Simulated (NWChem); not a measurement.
System: C2H6BCl; SMILES ClB(C)C

NWChem input:

```
start job
memory heap 200 mb stack 900 mb global 1100 mb
geometry units angstroms noautosym nocenter noautoz
  B      0.001641    -0.393674    -0.054542
  Cl     0.042895     1.365334    -0.290747
  C      1.362322    -1.155231     0.064259
  H      1.628053    -1.489328    -0.957323
  H      1.283819    -2.068831     0.673671
  H      2.195075    -0.534221     0.422530
  C     -1.393386    -1.096090     0.023248
  H     -1.360788    -2.140747    -0.322924
  H     -2.198774    -0.553973    -0.491488
  H     -1.668064    -1.136077     1.095077
end
basis spherical
  * library 6-31g*
end
dft
  xc hfexch
  iterations 150
  mulliken
end
task dft energy
esp
  recalculate
  probe 0.07
  range 0.3
  factor 1.0
  spacing 0.02
end
task esp
```

Parts of the log:

```
             Northwest Computational Chemistry Package (NWChem) 7.3.0
             --------------------------------------------------------

                             Geometry "geometry" -> ""
                             -------------------------

 Output coordinates in angstroms (scale by  1.889725989 to convert to a.u.)

  No.       Tag          Charge          X              Y              Z
 ---- ---------------- ---------- -------------- -------------- --------------
    1 B                    5.0000     0.00164100    -0.39367400    -0.05454200
    2 Cl                  17.0000     0.04289500     1.36533400    -0.29074700
    3 C                    6.0000     1.36232200    -1.15523100     0.06425900
    4 H                    1.0000     1.62805300    -1.48932800    -0.95732300
    5 H                    1.0000     1.28381900    -2.06883100     0.67367100
    6 H                    1.0000     2.19507500    -0.53422100     0.42253000
    7 C                    6.0000    -1.39338600    -1.09609000     0.02324800
    8 H                    1.0000    -1.36078800    -2.14074700    -0.32292400
    9 H                    1.0000    -2.19877400    -0.55397300    -0.49148800
   10 H                    1.0000    -1.66806400    -1.13607700     1.09507700

 Effective nuclear repulsion energy (a.u.)     139.8981143172

  xc_inp: hfexch multiplicative factor not found.

                                 NWChem DFT Module
                                 -----------------

 Summary of "ao basis" -> "ao basis" (spherical)
 ------------------------------------------------------------------------------
       Tag                 Description            Shells   Functions and Types
 ---------------- ------------------------------  ------  ---------------------
 B                           6-31g*                  6       14   3s2p1d
 Cl                          6-31g*                  8       18   4s3p1d
 C                           6-31g*                  6       14   3s2p1d
 H                           6-31g*                  2        2   2s

            General Information
            -------------------
          SCF calculation type: DFT
          Wavefunction type:  closed shell.
          No. of atoms     :    10
          No. of electrons :    40
           Alpha electrons :    20
            Beta electrons :    20
          Charge           :     0
          Spin multiplicity:     1
          Use of symmetry is: off; symmetry adaption is: off
          Maximum number of iterations: 150
          AO basis - number of functions:    72
                     number of shells:    38
          Convergence on energy requested:  1.00D-06
          Convergence on density requested:  1.00D-05
          Convergence on gradient requested:  5.00D-04

              XC Information
              --------------
                     Hartree-Fock (Exact) Exchange  1.000

      Superposition of Atomic Density Guess
      -------------------------------------

 Sum of atomic energies:        -562.28657474

      Non-variational initial energy
      ------------------------------

 Total energy =    -564.335348
 1-e energy   =   -1049.051778
 2-e energy   =     344.818316
 HOMO         =      -0.347034
 LUMO         =       0.036656

     ---------------------------------------------
      Total Density - Mulliken Population Analysis
     ---------------------------------------------

    Atom       Charge   Shell Charges
 -----------   ------   -------------------------------------------------------
    1 B    5     4.35   2.00  0.59  1.00  0.38  0.31  0.06
    2 Cl  17    17.32   2.00  2.00  5.98  1.38  3.71  0.55  1.69  0.01
    3 C    6     6.92   2.00  0.73  2.12  0.69  1.36  0.02
    4 H    1     0.74   0.44  0.30
    5 H    1     0.75   0.45  0.30
    6 H    1     0.75   0.46  0.30
    7 C    6     6.92   2.00  0.73  2.12  0.69  1.36  0.02
    8 H    1     0.75   0.45  0.30
    9 H    1     0.75   0.46  0.30
   10 H    1     0.74   0.44  0.30

[...]

                     NWChem Electrostatic Potential Fit Module
                     -----------------------------------------

 Atom parameters

 Number of atoms is                                   10
 Number of basis functions is                         72

 Grid parameters

 Maximum number of grid points is                  39919
 Number of grid points is                          39918
 Grid range                                     0.300000 nm
 Grid spacing                                   0.020000 nm
 Probe radius                                   0.070000 nm
 Atom radius factor                             1.000000

 Atomic radii

    1    0.100000
    5    0.158000
    6    0.147000
   17    0.169000
 FASTESP  F
  using M.O. file = ./job.movecs

    Atom              Coordinates                           Charge

                                                  ESP

    1 B     0.000164   -0.039367   -0.005454    0.632711
    2 Cl    0.004290    0.136533   -0.029075   -0.324459
    3 C     0.136232   -0.115523    0.006426   -0.382510
    4 H     0.162805   -0.148933   -0.095732    0.082768
    5 H     0.128382   -0.206883    0.067367    0.070235
    6 H     0.219508   -0.053422    0.042253    0.074483
    7 C    -0.139339   -0.109609    0.002325   -0.374145
    8 H    -0.136079   -0.214075   -0.032292    0.068856
    9 H    -0.219877   -0.055397   -0.049149    0.071317
   10 H    -0.166806   -0.113608    0.109508    0.080744
                                            ------------
                                               -0.000000

 Dipole moment                                  0.814508

 Quadrupole moment Qxx                          2.505525
                   Qyy                         -7.840837
                   Qzz                          5.335312

 RMS deviation kJ/mol                           0.057229

 RRMS %                                        34.780121
```

Level: Hartree-Fock/6-31G* (spherical d). All runs use the structure optimised with PBE0/def2-SVP.
